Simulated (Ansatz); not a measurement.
Basis-set extrapolation for `C[SiH]([S])Cl` radical (PBE0-D4/def2-TZVP geometry, frozen core, the Gaussian-basis code of Ansatz). Multiplicity 2, UHF reference.

```
                       def2-TZVPP    def2-QZVPP
                 HF  -1186.288335  -1186.323173
    MP2 correlation     -0.627656     -0.682380
CCSD(T) correlation     -0.716045       not run
```

Energies in hartree. Use E(X) = E(∞) + A·exp(−7.88·√X) for Hartree–Fock and E(X) = E(∞) + B·X^(−2.97) for correlation, with X = 3 and 4, and add CCSD(T) minus MP2 of the smaller set to the MP2 limit.

Problem. What is the CCSD(T) energy at the basis-set limit?

Solution. HF limit: -1186.323173 + (-0.034838) × 0.13774 = -1186.32797. MP2 limit: -0.682380 + (-0.054724) × 0.74074 = -0.72292. Higher-order term: -0.716045 − (-0.627656) = -0.08839. Total: -1187.13928 hartree, 354.2 kJ/mol below CCSD(T)/def2-TZVPP.
